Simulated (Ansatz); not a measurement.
The lowest singlet and triplet of CH2 (SMILES [CH2]); geometries from B3LYP-D3(BJ)/def2-TZVP, each state relaxed from the structure named, with no frequency check.
Singlet (charge 0, multiplicity 1):
```xyz
3

C     -0.00073     0.17503     0.00000
H     -0.86001    -0.52870     0.00000
H      0.86442    -0.52146     0.00000
```

A positive gap puts the triplet lower; no zero-point energy. R- takes a restricted singlet. U- takes an unrestricted singlet (broken symmetry where lower, unprojected). The triplet is unrestricted in single-reference levels.

Correlated levels freeze the cores.

The values were computed with Ansatz (Gaussian basis) for Hartree–Fock, density functionals and correlated methods. Values without a source in brackets are computed.

One of these levels gives 0.492 eV for the gap E(singlet) − E(triplet), vertical, at the singlet's geometry. Which one is it?
(A) R-SCS-MP2/cc-pVQZ
(B) R-BHLYP/def2-TZVPP
(C) R-r2SCAN/def2-TZVPP
(D) U-PBE0/def2-TZVPP (spin-contaminated)

C, R-r2SCAN/def2-TZVPP. The others give -0.041 (U-PBE0/def2-TZVPP (spin-contaminated)), 0.058 (R-BHLYP/def2-TZVPP), -0.135 (R-SCS-MP2/cc-pVQZ)

Doubts at one or more of the structures used: a restricted determinant that unrestricted orbitals would lower (R-r2SCAN/def2-TZVPP, R-BHLYP/def2-TZVPP, R-SCS-MP2/cc-pVQZ).

Ansatz is a quantum-chemistry and plane-wave program.
